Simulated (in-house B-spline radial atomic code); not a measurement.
Settings and results of a run for Zn4+. Level of theory: scalar-relativistic (X2C) LC-wPBE, spin-polarised, spherical fractional occupations, Fermi nucleus of rms radius 3.9283 fm; calculated with a B-spline radial code for spherical atoms.

Command:
```bash
python run_scf.py task.json out
```
Settings (nuclear radius in fm, mass in u):
```
Z                30
configuration    [Ar] 3d8
hamiltonian      x2c
method           lc_wpbe
spin_polarised   True
nucleus          fermi
rms_radius       3.9283
atomic_mass      63.92914
speed_of_light   137.035999084
```

Output (hartree, bohr):
```
 radial grid: 67 intervals, B-splines of order 8, outer radius 14.6809 bohr

 iter        energy (Eh)    residual
    1       -1773.909935    7.23e-01
    2       -1781.263167    7.49e-01
    3       -1790.420322    1.29e-01
    4       -1790.783673    2.44e-02
    5       -1790.790091    9.71e-03
    6       -1790.790953    5.43e-03
    7       -1790.791601    3.44e-04
    8       -1790.791603    1.56e-05
    9       -1790.791603    1.00e-06
   10       -1790.791603    1.21e-07

 total energy                     -1790.79160
 kinetic                            1824.1585
 electron-nucleus                  -4257.7056
 Hartree                             712.4412
 exact exchange                       -5.4946
 exchange-correlation                -64.1913

 orbital      occ     eigenvalue          <r>       <r^2>       <1/r>       r_max
 1s up      1.000      -352.4358    0.0499428  0.00336826     30.7659     0.03249
 1s down    1.000      -352.4361    0.0499426  0.00336822      30.766     0.03249
 2s up      1.000       -45.2893     0.225948   0.0603013     6.67167      0.1892
 2s down    1.000       -45.2368     0.225783   0.0602087     6.67703      0.1891
 2p up      3.000       -39.6057     0.198244   0.0482081     6.46703      0.1521
 2p down    3.000       -39.5662      0.19806   0.0481105     6.47174       0.152
 3s up      1.000        -7.4318     0.671611    0.519693     2.13172      0.5856
 3s down    1.000        -7.3330     0.673096    0.522128      2.1256      0.5862
 3p up      3.000        -5.7271     0.696535      0.5696     1.97625      0.5883
 3p down    3.000        -5.6252     0.698632     0.57327     1.96953       0.589
 3d up      5.000        -2.9483     0.768387     0.73737     1.67144      0.5495
 3d down    3.000        -2.6863     0.780076    0.763511     1.65409       0.553
```

Cost of the run: 0.7 s on 1 thread of Arm Neoverse V2 (shared host).

Caution: exact exchange at fractional occupations of open shells leaves self-interaction of up to several eV.

One-electron X2C: radii and densities carry no picture-change correction, so inner-shell <1/r> comes out high (for 1s by about 2 % at Z = 33, 5 % at 54, 10 % at 75, 30 % at 118) and <r> low.
